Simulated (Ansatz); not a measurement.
Stepwise reaction of `[NH2][Y]([Cl])[Cl]` with methanol, as a gas-phase model of exchange steps in deposition or etching. ΔE in kJ/mol.

Program: Ansatz. Geometries: PBE0-D4/def2-TZVP. ΔE: electronic, gas phase. CCSD(T)/CBS is the MP2 limit (def2-TZVPP, def2-QZVPP) plus CCSD(T) − MP2 in def2-TZVPP, frozen cores. This one scheme is used for every species. DFT in def2-TZVPP. B3LYP here is the variant with VWN-RPA as its local correlation; programs differ in this. def2 core potentials past Kr. For Y outer-core shells are correlated without core-valence functions, which leaves a few kJ/mol of doubt a bond. Each species was taken in one conformer, which may not be the lowest.

| step | reaction | PBE-D4 | B3LYP-D4 | ωB97M-V | CCSD(T)/CBS |
| --- | --- | --- | --- | --- | --- |
| 2 | `C[O][Y]([NH2])[Cl]` + CH₃OH → `C[O][Y]([NH2])[O]C` + HCl | 61.0 | 62.6 | 66.5 | 65.3 |

Question: Give the row of step 1, `[NH2][Y]([Cl])[Cl]` + CH₃OH → `C[O][Y]([NH2])[Cl]` + HCl. (An estimate is asked.)

Answer: Ansatz gave: 
```tsv
step	reaction	PBE-D4	B3LYP-D4	ωB97M-V	CCSD(T)/CBS
1	`[NH2][Y]([Cl])[Cl]` + CH₃OH → `C[O][Y]([NH2])[Cl]` + HCl	47.1	48.1	51.8	50.9
```

Question: By hand: ΔE of the 2 steps together at CCSD(T)/CBS.

Answer: (50.9) + (65.3) = 116.2 kJ/mol, or 58.1 kJ/mol a step.

In ΔE each step is higher than the one before. All are uphill at CCSD(T)/CBS. PBE-D4 differs from CCSD(T)/CBS by -4.3 to -3.8 kJ/mol a step. Isolated molecules leave out the surface, adducts and barriers. Largest T1 diagnostic: 0.014.
